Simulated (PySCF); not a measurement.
Input for PySCF:
```python
from pyscf import gto, scf

mol = gto.Mole()
mol.atom = '''
    C     1.596900   -0.403896   -0.874543
    Si    0.381688   -1.793286   -0.413177
    C    -1.407404   -1.146052   -0.428751
    Si   -1.663248    0.391683    0.664884
    C    -0.400697    1.714825    0.154446
    Si    1.411699    1.151290    0.208610
    H     1.458090   -0.123865   -1.919272
    H     2.617035   -0.776934   -0.795975
    H     0.720374   -2.380030    0.892503
    H    -1.703895   -0.904973   -1.450083
    H    -2.079400   -1.937098   -0.099097
    H    -1.466148    0.028475    2.075205
    H    -3.030956    0.910026    0.497754
    H    -0.635133    2.058458   -0.853395
    H    -0.519080    2.582658    0.801407
    H     1.796961    0.834563    1.591010
    H     2.287416    2.223828   -0.291410
'''
mol.basis = 'def2-sv(p)'
mol.charge = 0
mol.spin = 1
mol.verbose = 4
mol.build()

mf = scf.UHF(mol)
mf = mf.density_fit(auxbasis='def2-universal-jkfit')
mf.kernel()
```

What does this run give for the HOMO energy, number of basis functions, <S^2>, Mulliken (on the basis functions themselves) charges in atom order, dipole moment, nuclear repulsion energy?


- HOMO energy: -8.10 eV
- number of basis functions: 118
- <S^2>: 0.754
- Mulliken (on the basis functions themselves) charges in atom order: C1 -0.87, Si2 0.53, C3 -0.87, Si4 0.67, C5 -0.89, Si6 0.67, H7 0.18, H8 0.19, H9 -0.05, H10 0.18, H11 0.19, H12 -0.06, H13 -0.07, H14 0.18, H15 0.18, H16 -0.06, H17 -0.07
- dipole moment: 0.95 D
- nuclear repulsion energy: 433.7912 Eh

These values belong to the state on which the SCF converged, which isn't shown to be the lowest.
